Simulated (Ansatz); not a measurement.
Ansatz results at the PBE0-D4/def2-TZVP geometry: size of the dipole moment (B3LYP/def2-TZVPP) 1.68 D; HOMO–LUMO gap (PBE/def2-TZVPP) 3.37 eV; HOMO–LUMO gap (PBE0/def2-TZVPP) 5.16 eV.

Question: Which molecule gave them?
A. `O[SiH](F)CCl`
B. `[OH][SnH]1[NH][AlH]1`
C. `O[SiH2][Ga]1[CH2][S]1`
D. `FC1[SiH2][Te]1`

Answer: D. The others give `O[SiH2][Ga]1[CH2][S]1`: 3.27, 3.09, 4.81; `[OH][SnH]1[NH][AlH]1`: 2.83, 3.47, 5.22; `O[SiH](F)CCl`: 1.72, 5.89, 8.30.

B3LYP here is the variant with VWN-RPA as its local correlation; programs differ in this.
